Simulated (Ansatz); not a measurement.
A nudged elastic band was laid between two geometries of AlClH₆OSi (10 atoms, charge 0, multiplicity 1).

Theory: Ansatz, RKS PBE0-D4/def2-SVP.

```yaml
movable_images: 5
climbing_image: yes
spring: 5.0 eV/Å²
optimiser: quadratic models (default)
start_path: through a guess of the saddle point
force_threshold: 0.05 eV/Å
iteration_limit: 60
end_points: relaxed
```

First end point:

```xyz
10
Properties=species:S:1:pos:R:3
Si 0.246 0.077 0.380
H 0.854 0.833 1.513
H 1.138 0.106 -0.799
H -1.131 0.553 0.124
Cl -0.985 -2.024 -1.651
O 0.207 -1.538 1.032
Al -0.344 -3.168 0.077
H 1.017 -3.966 -0.114
H -1.514 -3.729 0.997
H 0.482 -1.623 1.955
```

Last end point:

```xyz
10
Properties=species:S:1:pos:R:3
Si -0.092 -0.622 -0.194
H 1.050 0.912 2.319
H 1.105 0.057 -0.746
H -1.147 0.338 0.211
Cl -0.932 -1.776 -1.808
O 0.197 -1.842 0.838
Al -0.313 -3.423 0.214
H 0.819 -4.339 -0.405
H -1.727 -3.940 0.699
H 1.009 0.154 2.386
```

What changes between the two ends?

Bonds broken: Si1–H2, Cl5–Al7, O6–H10. Bonds formed: Si1–Cl5, H2–H10. AlClH6OSi becomes AlClH4OSi + H2.

What energy profile does the band end with?

It converged. The highest image is number 2 of 0 to 6, 36.3 kcal/mol above the first end and 26.3 kcal/mol above the last; the last end lies 10.0 kcal/mol above the first. A vibrational analysis at the climbing image gives one clearly imaginary mode, 1445i cm⁻¹: a first-order saddle point. The orbitals stay closed-shell, which can raise the energy where a bond breaks towards radicals; this wasn't checked here.

```tsv
image	path coordinate (Å)	energy (kcal/mol)	Si1–H2 (Å)	Cl5–Al7 (Å)	O6–H10 (Å)
0	0.00	0.0	1.49	2.17	0.97
1	0.69	9.1	1.52	2.23	0.97
2	1.37	36.3	1.74	2.35	1.24
3	1.83	21.8	2.05	2.47	1.68
4	2.28	13.1	2.42	2.60	2.02
5	2.74	10.4	2.79	2.67	2.36
6	3.19	10.0	3.16	2.68	2.65
```

What is the geometry of the highest image?


```xyz
10
Properties=species:S:1:pos:R:3
Si 0.040 -0.267 0.133
H 0.760 0.335 1.593
H 1.113 0.233 -0.752
H -1.197 0.529 0.263
Cl -0.848 -1.759 -1.461
O 0.275 -1.669 1.073
Al -0.257 -3.243 0.262
H 0.974 -4.112 -0.225
H -1.583 -3.830 0.896
H 0.691 -0.699 1.732
```

What are the harmonic wavenumbers there?

1445i, 94, 251, 328, 334, 352, 422, 529, 560, 633, 654, 773, 824, 825, 902, 952, 1071, 1196, 1858, 1936, 1958, 1963, 2298, 2328 cm⁻¹.

The band took 25 iterations and of the order of 8 core-minutes.

Time of the run: 4 min on 2 threads of Arm Neoverse V2, with other jobs on the host, peak memory 0.23 GiB.
